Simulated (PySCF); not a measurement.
Cards and structures have been mixed up. Pair them.

Structures:
1. `C=CN1CCN[SiH2]1`
2. `FC(F)(F)Oc1ccsc1`
3. `[CH2]([In]([CH2]CC)[CH2]C)C`
4. `C1(CCC1)[NH+]1[BH2-][NH2+][BH2-]1`
5. `C=C1C=C(C(F)(F)F)/C1=C/OC`

Card P (geometry PBE0-D3(BJ)/def2-SVP):
* Rotational constants A, B, C: 4.171, 1.706, 1.260 GHz
* Static isotropic polarisability (CAM-B3LYP/def2-SVPD): 89.8 au
* Strongest line among the 10 lowest singlet transitions (TDDFT CAM-B3LYP/def2-SVPD): S4 at 6.26 eV (198 nm, f = 0.416)
* Point group: C1
* Lowest singlet excitation (TDDFT CAM-B3LYP/def2-SVPD): 5.31 eV (233 nm, f = 0.001)
* 13C chemical shifts (computed TMS as zero) by class (GIAO PBE0/pcSseg-1): 143.1 (1 C), 87.9 (1 C), 46.4 (1 C), 46.4 (1 C) ppm
* Lowest triplet excitation (Tamm–Dancoff) (TDA CAM-B3LYP/def2-SVPD): 4.05 eV

Card Q (geometry PBE0-D3(BJ)/def2-SVP):
- Rotational constants A, B, C: 3.281, 0.635, 0.586 GHz
- Static isotropic polarisability (CAM-B3LYP/def2-SVPD): 80.4 au
- Dipole moment (CAM-B3LYP/def2-SVPD): 1.79 D
- 13C chemical shifts (computed TMS as zero) by class (GIAO PBE0/pcSseg-1): 151.5 (1 C), 133.2 (1 C), 126.9 (1 C), 121.8 (1 C), 114.8 (1 C) ppm
- Lowest triplet excitation (Tamm–Dancoff) (TDA CAM-B3LYP/def2-SVPD): 3.71 eV
- Vertical ionisation energy (ΔSCF CAM-B3LYP/def2-SVPD): 9.11 eV

Card R (geometry PBE0-D3(BJ)/def2-SVP):
* Rotational constants A, B, C: 1.366, 0.597, 0.449 GHz
* Static isotropic polarisability (PBE0/def2-SVPD): 111.0 au
* HOMO energy (PBE0/def2-SVPD): -6.38 eV
* Isotropic shieldings of nuclei other than C and H, by class (GIAO B97-2/pcSseg-2): 241 (1 O), 257 (3 F) ppm
* Dipole moment (PBE0/def2-SVPD): 2.62 D

Card S (geometry PBE0-D3(BJ)/def2-SVP):
* Rotational constants A, B, C: 5.087, 1.166, 1.029 GHz
* Static isotropic polarisability (CAM-B3LYP/def2-SVPD): 91.0 au
* Lowest triplet excitation (Tamm–Dancoff) (TDA CAM-B3LYP/def2-SVPD): 7.02 eV
* 13C chemical shifts (computed TMS as zero) by class (GIAO PBE0/pcSseg-1): 59.2 (1 C), 32.2 (2 C), 15.6 (1 C) ppm
* Lowest singlet excitation (TDDFT CAM-B3LYP/def2-SVPD): 7.24 eV (171 nm, f = 0.000)
* Dipole moment (CAM-B3LYP/def2-SVPD): 0.34 D
* Vertical ionisation energy (ΔSCF CAM-B3LYP/def2-SVPD): 9.78 eV

Card T (geometry PBE0-D3(BJ)/def2-SVP):
* Rotational constants A, B, C: 1.894, 0.685, 0.529 GHz
* Static isotropic polarisability (CAM-B3LYP/def2-SVPD): 126.3 au
* Dipole moment (CAM-B3LYP/def2-SVPD): 0.18 D
* Strongest line among the 10 lowest singlet transitions (TDDFT CAM-B3LYP/def2-SVPD): S4 at 5.60 eV (221 nm, f = 0.133)
* Lowest triplet excitation (Tamm–Dancoff) (TDA CAM-B3LYP/def2-SVPD): 4.00 eV
* HOMO energy (CAM-B3LYP/def2-SVPD): -7.72 eV

Each SMILES stands for a single optimised conformer of the isolated species (atoms past krypton carry core potentials, spin–orbit coupling is left out); the electronic structure was computed with PySCF and density fitting. NMR classes are plain means over equivalent atoms (diastereotopic ones count apart unless rotation or inversion swaps them), as if these changed places fast.

Problem. Which card belongs to which structure?

Solution. P = 1, Q = 2, R = 5, S = 4, T = 3. What ties each card to its structure:
- 1 (card P), C4H10N2Si, monoisotopic mass 114.1 u, 7 heavy atoms: 4 C in 4 classes; the least shielded carbon (143.1 ppm) is a vinylic carbon bearing nitrogen; an asymmetric top with C = 1.260 GHz, the highest such constant on the cards; polarisability 89.8 au for 62 electrons.
- 2 (card Q), C5H3F3OS, monoisotopic mass 168.0 u, 10 heavy atoms: 5 C in 5 classes; the least shielded carbon (151.5 ppm) is an aromatic carbon bearing oxygen; an asymmetric top with C = 0.586 GHz; polarisability 80.4 au for 84 electrons; dipole 1.79 D.
- 3 (card T), C7H17In, monoisotopic mass 216.0 u, 8 heavy atoms: an asymmetric top with C = 0.529 GHz; polarisability 126.3 au for 108 electrons; dipole 0.18 D.
- 4 (card S), C4H14B2N2, monoisotopic mass 112.1 u, 8 heavy atoms: 4 C in 3 classes; the least shielded carbon (59.2 ppm) is an sp3 carbon bound to nitrogen; an asymmetric top with C = 1.029 GHz; polarisability 91.0 au for 62 electrons; dipole 0.34 D.
- 5 (card R), C8H7F3O, monoisotopic mass 176.0 u, 12 heavy atoms: an asymmetric top with C = 0.449 GHz, the lowest such constant on the cards; polarisability 111.0 au for 90 electrons; dipole 2.62 D.
